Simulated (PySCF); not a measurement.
## Ag₂S, singlet: molecular constants

Method: PBE0 in PySCF with S def2-TZVP, Ag def2-TZVP with ECP28; scalar-relativistic core potentials, no spin–orbit coupling; density-fitted integrals.

The structure is a minimum.

```xyz
3
charge 0 multiplicity 1, angstrom
S     0.0000    0.0000   -1.4965
Ag    1.5159    0.0000    0.2340
Ag   -1.5159    0.0000    0.2340
```

* Point group: C2v
* Bond lengths: Ag–Ag 3.032 Å, S–Ag 2.301 Å (×2)
* Bond angles: Ag–Ag–S 48.8° (×2), Ag–S–Ag 82.4°
* Principal polarisabilities: 62.7, 82.6, 112.4 bohr³
* Dipole moment: 5.00 D
* Rotational symmetry number: 2
* Heat capacity Cp at 298.15 K: 55.1 J/(mol K)
* Zero-point energy: 4.3 kJ/mol
* Entropy at 298.15 K and 1 bar: 320.2 J/(mol K)
* Enthalpy at 298.15 K above 0 K: 14.09 kJ/mol
* Atomisation energy without zero-point energy: 438 kJ/mol
* Principal quadrupole moments (Buckingham, traceless) about the centre of mass: -7.27, -6.81, 14.08 D Å
* Highest occupied level: -5.77 eV
* Lowest empty level: -2.60 eV
* Rotational constants: 0.2024, 0.03431, 0.02934 cm⁻¹

Harmonic modes (masses in u: S 31.972, Ag 106.905):
```tsv
symmetry	ω (cm⁻¹)	IR (km/mol)
a1	60	0.4
b2	302	21.4
a1	352	9.9
```

In C2v the vibrations span 2a1 + b2. Here b1 is antisymmetric to the molecular plane and b2 lies in it.

Charges (e):
```
 atom  Mulliken  Löwdin  polar tensor  Mayer order to S1
   S1     -0.56   -0.10         -0.65                  –
Ag2,3      0.28    0.05          0.32               1.11
```

Mulliken populations on S1: s 5.93, p 10.55, d 0.07, f 0.01.

Outer orbital energies (eV). occupied: -9.67, -9.62, -9.57, -9.42, -9.38, -6.89, -6.45, -5.77; empty: -2.60, -2.15, -0.31, 0.14.

This need not be the most stable arrangement of these atoms.

The final relaxation and frequency run took about 2.1 core-minutes on a shared host.
